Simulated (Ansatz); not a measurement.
B12P12H32, a nanocrystal cut from zinc blende BP (hydrogen-capped). Total charge 0; singlet. Geometry r2SCAN-D4/def2-SVP; atoms count from 1.

```xyz
56

B     2.5830    0.8626   -2.7763
B     2.6289    1.7272    2.6137
B    -1.1786    2.2627    2.4195
B    -0.6317    1.1564   -3.1019
B    -2.4995    1.8443   -0.5078
B     0.6832    1.5636   -0.1901
B     2.1090   -1.3572   -0.4278
B     0.2290   -0.6483    2.1104
B    -1.1138   -1.0379   -0.7941
B     0.7763   -1.7531   -3.3834
B    -2.9924   -0.3623    1.8103
B    -1.1178   -3.6934    1.3552
P     2.2956    2.1742    0.7439
P     0.9659    1.7658   -2.1336
P     2.2820   -1.0297   -2.3543
P    -0.9232    2.4652    0.4894
P     1.8511   -0.0155    3.0157
P    -1.3791    0.3308    2.6804
P    -2.1923    2.0736   -2.4093
P    -0.7826   -0.7654   -2.7212
P    -2.6748   -0.0706   -0.0990
P     0.5047   -0.3861    0.1612
P     0.0779   -2.5802    2.4205
P    -1.2525   -2.9631   -0.4491
H     2.6229    1.0239   -3.9828
H     3.5494    1.3060   -2.1780
H     3.8273    1.6603    2.8007
H     2.0541    2.5418    3.2992
H    -2.2394    2.7817    2.7136
H    -0.2074    2.7000    3.0019
H    -0.4950    1.3388   -4.2939
H    -3.4890    2.4413   -0.1352
H     3.0639   -0.8935    0.1840
H     1.9230   -2.5464   -0.1992
H     0.8985   -1.4727   -4.5623
H     0.6148   -2.9424   -3.1641
H    -3.9216    0.3475    2.1481
H    -3.1438   -1.5489    2.0166
H    -2.2133   -3.6305    1.8648
H    -0.6464   -4.8115    1.2993
H     2.3590    3.5860    0.6146
H     3.3905    1.7936   -0.0671
H     1.0589    3.1705   -2.3597
H     3.4402   -1.7299   -2.7842
H    -0.7710    3.8493    0.1876
H     1.6359   -0.1020    4.4164
H     2.8227   -1.0347    2.8589
H    -1.4974    0.0881    4.0781
H    -2.1392    3.4568   -2.7300
H    -3.3532    1.6993   -3.1381
H    -1.9676   -1.2111   -3.3770
H    -3.8033   -0.5404   -0.8309
H     1.3961   -3.0983    2.3809
H    -0.2191   -2.7838    3.7938
H    -0.3247   -3.5880   -1.3152
H    -2.4741   -3.4146   -1.0128
```

Single mean-field runs in def2-SVP are fitted with def2-universal-jkfit.

Estimate the Mulliken populations of the heavy atoms from the PBE0/def2-SVP orbitals of Ansatz.


```csv
atom,charge (e)
B1,-0.19
B2,-0.22
B3,-0.17
B4,-0.23
B5,-0.24
B6,-0.32
B7,-0.19
B8,-0.35
B9,-0.32
B10,-0.19
B11,-0.17
B12,-0.22
P13,0.20
P14,0.12
P15,0.07
P16,0.13
P17,0.20
P18,0.11
P19,0.23
P20,0.12
P21,0.13
P22,-0.03
P23,0.20
P24,0.20
```
Mulliken values depend strongly on the basis.

And the Mayer bond orders between heavy atoms (over 0.3)?

B1–P14 0.82 (1.96 Å); B1–P15 0.90 (1.96 Å); B2–P13 0.88 (1.95 Å); B2–P17 0.86 (1.95 Å); B3–P16 0.84 (1.96 Å); B3–P18 0.85 (1.96 Å); B4–P14 0.91 (1.97 Å); B4–P19 0.89 (1.94 Å); B4–P20 0.91 (1.97 Å); B5–P16 0.92 (1.97 Å); B5–P19 0.90 (1.94 Å); B5–P21 0.92 (1.97 Å); B6–P13 0.94 (1.96 Å); B6–P14 0.94 (1.97 Å); B6–P16 0.94 (1.96 Å); B6–P22 0.88 (1.99 Å); B7–P15 0.91 (1.96 Å); B7–P22 0.79 (1.97 Å); B8–P17 0.93 (1.96 Å); B8–P18 0.99 (1.97 Å); B8–P22 0.88 (1.99 Å); B8–P23 0.93 (1.96 Å); B9–P20 0.94 (1.97 Å); B9–P21 0.94 (1.96 Å); B9–P22 0.88 (1.99 Å); B9–P24 0.94 (1.96 Å); B10–P15 0.90 (1.96 Å); B10–P20 0.82 (1.96 Å); B11–P18 0.85 (1.96 Å); B11–P21 0.84 (1.96 Å); B12–P23 0.86 (1.95 Å); B12–P24 0.88 (1.95 Å).
